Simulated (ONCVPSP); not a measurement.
An all-electron radial function and its pseudo partner (dysprosium (Dy))

Columns: radius, all-electron u(r) and pseudo u(r) of the 5d shell (level -2.59 eV) of dysprosium in the configuration [Kr] 4d10 4f9 5s2 5p6 5d1 6s1.75 6p0.25; PBE, scalar-relativistic, ONCV scheme, ONCVPSP 4.0.1.

| r (bohr) | all-electron | pseudo |
| --- | --- | --- |
| 0.198 | 0.1003 | 0.0036 |
| 0.395 | -0.2339 | 0.0268 |
| 0.593 | -0.1859 | 0.0825 |
| 0.790 | 0.0412 | 0.1712 |
| 0.988 | 0.2629 | 0.2836 |
| 1.185 | 0.4263 | 0.4010 |
| 1.383 | 0.5320 | 0.5059 |
| 1.580 | 0.5907 | 0.5833 |
| 1.778 | 0.6164 | 0.6280 |
| 1.975 | 0.6196 | 0.6413 |
| 2.173 | 0.6084 | 0.6309 |
| 2.370 | 0.5885 | 0.6059 |
| 2.568 | 0.5635 | 0.5742 |
| 2.765 | 0.5361 | 0.5414 |
| 2.963 | 0.5077 | 0.5096 |
| 3.160 | 0.4792 | 0.4797 |
| 3.358 | 0.4510 | 0.4510 |
| 3.555 | 0.4234 | 0.4235 |
| 3.753 | 0.3965 | 0.3965 |
| 3.950 | 0.3706 | 0.3706 |
| 4.148 | 0.3455 | 0.3455 |
| 4.345 | 0.3216 | 0.3216 |
| 4.542 | 0.2988 | 0.2988 |
| 4.740 | 0.2770 | 0.2770 |
| 4.938 | 0.2565 | 0.2565 |
| 5.135 | 0.2373 | 0.2373 |

(1) How many radial nodes do the two functions have?

(2) At about which radius was the pseudo-wave matched?

(3) Where does each function peak?

(4) Is the pseudo-wave norm-conserving?

## Answers

(1) The all-electron 5d function has n − l − 1 = 2; the pseudo-wave has 0, since the states of the same l below it are removed with the core.

(2) 3.60 bohr. The columns agree to 0.0005 from 3.36 bohr on; several derivatives are matched, so the curves merge somewhat inside the radius.

(3) Outermost all-electron maximum near 1.98 bohr, pseudo maximum near 1.98 bohr (to the table’s step).

(4) Yes: the ONCV scheme keeps the norm inside the radius equal to the all-electron one, which fixes the energy derivative of the logarithmic derivative at the level.
